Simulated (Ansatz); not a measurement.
Ideal-gas functions of `OB1SC1F` at 298.15 K and 1 bar, from an Ansatz frequency run at PBE0-D4/def2-TZVP.

Molar mass 91.9 g/mol, point group C1 (symmetry number 1), electronic degeneracy 1, moments of inertia 95.429, 135.336, 215.173 u Å². Harmonic wavenumbers (cm⁻¹, unscaled): 197, 334, 345, 498, 567, 601, 731, 838, 987, 1062, 1137, 1325, 1579, 3163, 3875.

Use S(trans) = R[1.5 ln M + 2.5 ln T − 1.1517]; rotational temperatures θ = 24.2544 K / I; S(rot) = R[ln(√π/σ · √(T³/θAθBθC)) + 1.5]; for each mode x = 1.438777 ν̃/T, S = R[x/(eˣ − 1) − ln(1 − e⁻ˣ)] and H = RT x/(eˣ − 1); 1 cm⁻¹ = 0.0119627 kJ/mol; R = 8.31446 J/(mol·K).

Question: By hand: the entropy, in J/(mol·K).

Answer: Translation 165.2. Rotation: θ = 0.2542, 0.1792, 0.1127 K, giving 110.2. Vibration, mode by mode: 9.04, 5.19, 4.97, 2.77, 2.13, 1.87, 1.14, 0.75, 0.41, 0.30, 0.22, 0.10, 0.04, 0.00, 0.00, in all 29.0. Electronic 0.0. Sum 304.4 J/(mol·K).

Question: By hand: H − E and G − E in kJ/mol, counted from the electronic energy.

Answer: Zero-point energy ½ × 17239 × 0.0119627 = 103.1; thermal vibration 5.6; translation, rotation and pV give 4 RT = 9.9. H − E = 118.6 kJ/mol, and G − E = 118.6 − 298.15 × 304.4/1000 = 27.8 kJ/mol.

Vibration gives 10 % of the entropy. The sum counts one conformer and one mirror image; others add a mixing term.
